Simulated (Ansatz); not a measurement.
Input for Ansatz (a first-principles code): R-BLYP/def2-TZVPP on BH3O2Se (SMILES OB(O)[SeH]), a point of a torsion scan.

Ansatz 0.2 input:
```yaml
crystal:
  periodic: [false, false, false]
  atoms:
    - {symbol: O, position_ang: [-0.89762473, -1.03838226, -0.26390033]}
    - {symbol: B, position_ang: [-0.07829621, -0.09374285, 0.20536297]}
    - {symbol: O, position_ang: [-0.25931499, 1.23216929, 0.20465144]}
    - {symbol: Se, position_ang: [1.67144445, -0.72015386, 0.87603682]}
    - {symbol: H, position_ang: [-1.77173960, -0.82004396, -0.58908920]}
    - {symbol: H, position_ang: [-1.06734148, 1.61696691, -0.13690919]}
    - {symbol: H, position_ang: [2.46435848, 0.05505390, -0.03295692]}
basis:
  gaussian:
    orbitals: def2-TZVPP
hamiltonian:
  xc: {name: BLYP}
scf: {lower_state_search: off}
```

The head of its log:

```
WARN ansatz: RAYON_NUM_THREADS=1 ignored (pool sized by the plan → 1); use --threads N
Functional definition: BLYP
these checks for a lower state are left out or cut short: stability, starts, cluster_reference, orbital_swaps, neighbouring_geometries, increment
integrals: 0.09 GiB planned
1035 factors; their error is unknown
mean field: 0.67 GiB planned
mean field evaluation 1: about -70162.7646 eV, gradient 8.5e1 eV
mean field evaluation 2: about -70123.6216 eV, gradient 1.6e2 eV
```

**Question.** What total energy does the run end on?

**Answer.** -2578.8502 hartree.
